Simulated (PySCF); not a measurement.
HNP, SMILES [NH+]#P, charge +1. Geometry: ωB97X-D3(BJ)/def2-TZVPD. The isomer is the one that the SMILES or the coordinates give; other isomers of the formula were not compared.

Method: ωB97X-D3(BJ)/def2-TZVPD in PySCF.

Harmonic wavenumbers (cm⁻¹): 714, 714, 1504, 3625. Rotational constants (GHz): 20.88 (linear); symmetry number 1.

**Question.** Work out the zero-point energy and the ideal-gas rigid-rotor harmonic-oscillator thermochemistry at 298.15 K and 1 atm.

**Answer.** ZPE = ½ Σ hcν = ½ × 6557 cm⁻¹ = 39.22 kJ/mol. H − E(el) = 48.47 kJ/mol. Entropy in J/(mol K): translation 156.49, rotation 55.67, vibration 2.48, total 214.64. G − E(el) = -15.52 kJ/mol. Cp = 36.13 J/(mol K).
